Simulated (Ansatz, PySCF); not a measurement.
Complex: C2H4 (SMILES C=C) (first 6 atoms) with CH4O (SMILES CO); geometry from B3LYP-D3(BJ)/def2-TZVP, rigid monomers moved along the line of their centres of mass till C2···H12 is 2.23 Å.
(charge 0, multiplicity 1):
```xyz
12

C      0.595    -0.267    -0.049
C     -0.646     0.202    -0.044
H      0.819    -1.282    -0.351
H      1.436     0.348     0.248
H     -0.870     1.219     0.256
H     -1.488    -0.411    -0.343
C      0.157     0.413     3.489
O     -0.308    -0.798     2.918
H      1.194     0.633     3.208
H      0.116     0.296     4.571
H     -0.469     1.270     3.212
H     -0.276    -0.709     1.957
```

Monomers are frozen at their geometry in the pair; levels with a basis set take the counterpoise correction.

Cores are frozen in the correlated methods. Rows in 6-31G* carry no dispersion term and start afresh at each structure (6-31G* with six Cartesian d functions).

Programs: Ansatz (a quantum-chemistry and plane-wave program); PySCF for 6-31G* rows. 

Task: Estimate the interaction energy that B3LYP/6-31G* returns for this input.

Result: -0.3 kcal/mol

Task: Give the interaction energy at the level CCSD(T)/aug-cc-pVDZ.

Result: -1.2 kcal/mol

Task: What is the computed interaction energy (wB97M-V/def2-TZVPPD)?

Result: -2.2 kcal/mol
